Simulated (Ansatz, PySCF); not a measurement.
Pair of molecules: HI (SMILES I) (first 2 atoms) with H4OSi (SMILES O[SiH3]); geometry from B3LYP-D3(BJ)/def2-TZVP, rigid monomers moved along the line of their centres of mass till H2···O3 is 2.32 Å.
(charge 0, multiplicity 1):
```
atom    x (Å)    y (Å)    z (Å)
----  -------  -------  -------
I     -0.4232  -1.1697  -0.6328
H     -0.5765  -0.9602   0.9732
O     -0.6376  -0.4523   3.2325
Si     0.2148   0.8051   3.9084
H     -1.2353  -0.9645   3.7831
H     -0.7017   1.8226   4.4739
H      1.0024   1.3744   2.8003
H      1.1073   0.3199   4.9870
```

Monomers are frozen at their geometry in the pair; levels with a basis set take the counterpoise correction.

Cores are frozen in the correlated methods. Filled d and f shells under p-block atoms count as core. CBS(a, b) extrapolates the correlation energy as X⁻³ and adds the Hartree–Fock energy of set b.

Codes used: Ansatz (Gaussian basis) for Hartree–Fock, density functionals and correlated methods; PySCF for the dispersion terms. Values without a source in brackets are computed. In def2 rows elements past Kr take small-core potentials, without spin–orbit coupling.

PBE/def2-TZVPPD gives -2.51 kcal/mol for the interaction energy.

Problem. Predict the shift from PBE, with its sign, for: PBE-D3(BJ)/def2-TZVPPD, r2SCAN/def2-TZVPPD, PBE0/def2-TZVPPD, wB97M-V/def2-TZVPPD, MP2/CBS(def2-SVPD, def2-TZVPPD), MP2/CBS(def2-SVPD, def2-TZVPPD) + ΔCCSD(T)/def2-SVPD.

Solution. PBE-D3(BJ)/def2-TZVPPD -0.83; r2SCAN/def2-TZVPPD -0.14; PBE0/def2-TZVPPD 0.04; wB97M-V/def2-TZVPPD -0.33; MP2/CBS(def2-SVPD, def2-TZVPPD) -0.47; MP2/CBS(def2-SVPD, def2-TZVPPD) + ΔCCSD(T)/def2-SVPD -0.21 kcal/mol. 1 of 6 lie above PBE; the widest gap is to PBE-D3(BJ)/def2-TZVPPD.

Ansatz is a program for electronic structure.
